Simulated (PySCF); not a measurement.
Spectrum to structure. Method used: PySCF, TDDFT CAM-B3LYP/def2-SVPD, vertical, gas phase, core orbitals frozen in the response. Geometries: GFN2-xTB, one conformer each.

| state | E (eV) | λ (nm) | f |
| --- | --- | --- | --- |
| S1 | 5.76 | 215.2 | 0.024 |
| S2 | 6.20 | 200.0 | 0.111 |
| S3 | 6.48 | 191.4 | 0.0073 |
| S4 | 6.57 | 188.6 | 0.039 |
| S5 | 6.71 | 184.7 | 0.039 |
| S6 | 6.73 | 184.1 | 0.0013 |
| S7 | 6.86 | 180.7 | 0.053 |
| S8 | 7.15 | 173.5 | 0.015 |

Orbital energies (eV): HOMO-3 -10.02, HOMO-2 -9.28, HOMO-1 -8.98, HOMO -8.03, LUMO 1.02, LUMO+1 1.17, LUMO+2 1.26.

**Question.** Which structure fits? All have the formula C5H11PSi.
A. `C#CCP([SiH3])CC`
B. `[Si](C)(C#CC)(P)C`
C. `P[Si@@H]1CCC12CC2`

**Answer.** A. Its S1, at 5.76 eV, is the lowest among the candidates; the nearest of the others has S1 at 6.01 eV. S1 is HOMO→LUMO+1 (36%), HOMO→LUMO (28%), HOMO→LUMO+2 (23%). Löwdin shares by element: HOMO phosphorus 59%, carbon 19% or more, silicon 10%; LUMO silicon 21%, phosphorus 16%, hydrogen 8% or more, carbon 8% or more (atoms not listed hold the other 47%). At the same level the other candidates give, for their lowest levels:
- `CC#C[Si](C)(C)P`: 6.01 eV (f 0.000); 6.19 eV (f 0.051); 6.22 eV (f 0.003); 6.55 eV (f 0.012); 6.56 eV (f 0.005); T1 5.00 eV; HOMO -8.20, LUMO 0.98 eV
- `P[Si@@H]1CCC12CC2`: 6.44 eV (f 0.028); 6.49 eV (f 0.087); 6.69 eV (f 0.064); 6.96 eV (f 0.114); 7.05 eV (f 0.017); T1 5.61 eV; HOMO -8.36, LUMO 1.09 eV

The values belong to the conformer `[CH:1]#[C:2][CH2:3][P:4]([SiH3:5])[CH2:6][CH3:7]`: C2–C3–P4–Si5 170°, C3–P4–C6–C7 173°.
Triplets come from the Tamm–Dancoff approximation.
